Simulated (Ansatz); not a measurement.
Stepwise reaction of `C[SiH](C)[TeH]` with hydrogen, as a gas-phase model of exchange steps in deposition or etching. ΔE in kJ/mol; ΔG adds harmonic PBE0-D4 terms to CCSD(T)/CBS, at 1 bar.

Calculated with Ansatz (gas phase, PBE0-D4/def2-TZVP geometries, no zero-point term in ΔE). CBS: MP2 limit from def2 TZ/QZ plus the TZ coupled-cluster correction, frozen cores. This one scheme is used for every species. Functionals use def2-TZVPP. B3LYP here is the variant with VWN-RPA as its local correlation; programs differ in this. def2 core potentials past Kr. For Te outer-core shells are correlated without core-valence functions, which leaves a few kJ/mol of doubt a bond.

```csv
step,reaction,PBE-D4,B3LYP-D4,ωB97M-V,CCSD(T)/CBS,ΔG(500 K)
2,`C[SiH2][TeH]` + H₂ → `[SiH3][TeH]` + CH₄,-20.0,-25.2,-22.2,-20.9,-17.4
```

**Question.** Give the row of step 1, `C[SiH](C)[TeH]` + H₂ → `C[SiH2][TeH]` + CH₄. (Best estimate.)

**Answer.** Ansatz gave: 
```tsv
step	reaction	PBE-D4	B3LYP-D4	ωB97M-V	CCSD(T)/CBS	ΔG(500 K)
1	`C[SiH](C)[TeH]` + H₂ → `C[SiH2][TeH]` + CH₄	-21.4	-25.8	-22.8	-21.4	-16.8
```

**Question.** By hand: ΔE of the 2 steps together at CCSD(T)/CBS.

**Answer.** (-21.4) + (-20.9) = -42.3 kJ/mol, or -21.1 kJ/mol a step.

In ΔE the steps differ by no more than 0.5 kJ/mol. All are downhill at CCSD(T)/CBS. ΔG lies between -17.4 and -16.8 kJ/mol a step. PBE-D4 differs from CCSD(T)/CBS by 0.0 to 0.9 kJ/mol a step. Only this route is followed, and other bonds may react first. Isolated molecules leave out the surface, adducts and barriers. Largest T1 diagnostic: 0.011.
